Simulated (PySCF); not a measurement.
Working out the ionisation energy of Cu

Cu [Ar] 3d10 4s1 (2S) → Cu⁺ [Ar] 3d10 (1S). Computed with PySCF 2.14 in jorge-DZP-DKH (8s6p2d1f, 43 functions), with the spin-free X2C one-electron Hamiltonian (Gaussian nucleus). Frozen: [Ar]. Energies in hartree (1 hartree = 27.21139 eV):

| part | Cu (lower) | Cu⁺ (upper) |
| --- | --- | --- |
| UHF | -1653.036591 | -1652.799703 |
| CCSD correlation | -0.271948 | -0.254537 |
| (T) | -0.012823 | -0.011440 |

Task: What does Hartree-Fock give?

Result: (-1652.799703) − (-1653.036591) = 0.236888 hartree = 6.446 eV.

Task: What do CCSD and CCSD(T) give?

Result: The CCSD correlation energies differ by 0.017411 hartree = 0.474 eV and the triples by 0.001383 hartree = 0.038 eV, so CCSD gives 6.920 eV and CCSD(T) 6.958 eV.

Measured between the centres of the two terms (NIST): 7.726 eV, so CCSD(T) (valence) is off by -0.768 eV.

A double-zeta basis recovers only part of the correlation energy.

What remains against the reference includes basis incompleteness, the frozen core and higher excitations.
